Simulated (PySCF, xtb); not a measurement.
WH5, SMILES [WH5] (connectivity only; charge and spin as stated), neutral, multiplicity 2.

Harmonic wavenumbers (cm⁻¹) from GFN2-xTB in xtb at its own minimum, in rising order: 428, 428, 722, 722, 761, 1006, 1006, 1303, 1324, 1324, 1427, 1429.

Question: What does B3LYP-D3(BJ)/def2-TZVPD in PySCF give at its own minimum? (The exact figures need the calculation; the answer reports its results.)

Answer: 215, 304, 450, 849, 927, 993, 1021, 1951, 1952, 1992, 2002, 2048. Paired by order, the mean absolute difference is 339 cm⁻¹ and the zero-point energies are 17.0 and 21.0 kcal/mol.
